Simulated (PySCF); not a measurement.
Compound: C₇H₉N (charge -1 and doublet state).
SMILES with atom numbers: `[H]/[C-:1]=[C:2]/[C@H:3]1[CH:4]=[CH:5][CH2:6][N:7]1[CH3:8]` (hydrogens: H9 on C1; H10 on C3; H11 on C4; H12 on C5; H13, H14 on C6; H15, H16, H17 on C8)

Structure used (GFN2-xTB), in Å, numbered top down from 1:
```
atom  x, y, z in Å
C1     3.0217   -0.6966    0.7304
C2     1.9589   -0.1080    0.4799
C3     0.6707   -0.1059   -0.2237
C4     0.1239   -1.4838   -0.4672
C5    -1.0955   -1.6311    0.1830
C6    -1.5655   -0.2816    0.6082
N7    -0.3547    0.5295    0.6250
C8    -0.5565    1.9247    0.3855
H9     3.9522   -0.5929    1.2375
H10    0.8089    0.4658   -1.1774
H11    0.7621   -2.2904   -0.7910
H12   -1.5423   -2.5427    0.5566
H13   -2.3189    0.1578   -0.1031
H14   -2.0420   -0.2614    1.6069
H15   -0.9980    2.1467   -0.6127
H16    0.4001    2.4470    0.4573
H17   -1.2321    2.3349    1.1443
```

The hyperfine couplings belong to this conformer and change with its torsions.

Theory: UKS B3LYP, pcH-1 on C H N, non-relativistic, mean-field spin-orbit, GIAO in PySCF. Whether the extra electron is bound in the gas phase wasn't checked; a finite basis holds it in any case. Couplings are sensitive to structure, and on GFN2-xTB geometries they can be far from those on DFT ones, by a factor of two or more for some ions and for spin on atoms past the first row. Stability of the SCF solution: not tested.

Predict the first-order ENDOR lines of N7, H9, H10, H13, H11, H14, H12 and H15/H16/H17 under fast tumbling at B = 1215.9 mT (Q band).

ν± = |νn ± a/2|, one line for each electron-spin manifold; νn = |g_N| × 7.62259 MHz/T × B.

| nuclei | isotope | g_N | νn (MHz) | a_iso (MHz) | lower line (MHz) | upper line (MHz) |
| --- | --- | --- | --- | --- | --- | --- |
| N7 | 14N | 0.4038 | 3.74 | 18.83 | 5.67 | 13.16 |
| H9 | 1H | 5.5857 | 51.77 | 35.79 | 33.88 | 69.66 |
| H10 | 1H | 5.5857 | 51.77 | 25.21 | 39.17 | 64.37 |
| H13 | 1H | 5.5857 | 51.77 | 18.99 | 42.28 | 61.26 |
| H11 | 1H | 5.5857 | 51.77 | -13.63 | 44.96 | 58.58 |
| H14 | 1H | 5.5857 | 51.77 | 5.14 | 49.20 | 54.34 |
| H12 | 1H | 5.5857 | 51.77 | 4.11 | 49.71 | 53.83 |
| H15/H16/H17 | 1H | 5.5857 | 51.77 | -1.29 | 51.13 | 52.41 |

Which pairs are centred on the nuclear Larmor frequency, and which on half the coupling?

Centred on νn, since |a| < 2νn: H9, H10, H13, H11, H14, H12 and H15/H16/H17. Centred on |a|/2 and split by 2νn: N7.

At what field would the lower line of H10 fall to zero frequency?

Where νn = |a|/2, that is B = 12.60 MHz/(5.5857 × 7.62259 MHz/T) = 296 mT, as far as first order holds there.

Nuclei that the bonding pattern makes equivalent are averaged, as if the motion that swaps them (rotation, inversion, ring flip) were fast.

The Mulliken spin populations are largest on C1 (+0.30), C5 (+0.24), C4 (+0.21) and C2 (+0.18). Four atoms exceed +0.15.

The SMILES draws the unpaired electron on C2; the largest computed Mulliken spin population is on C1 (0.30 against 0.18).
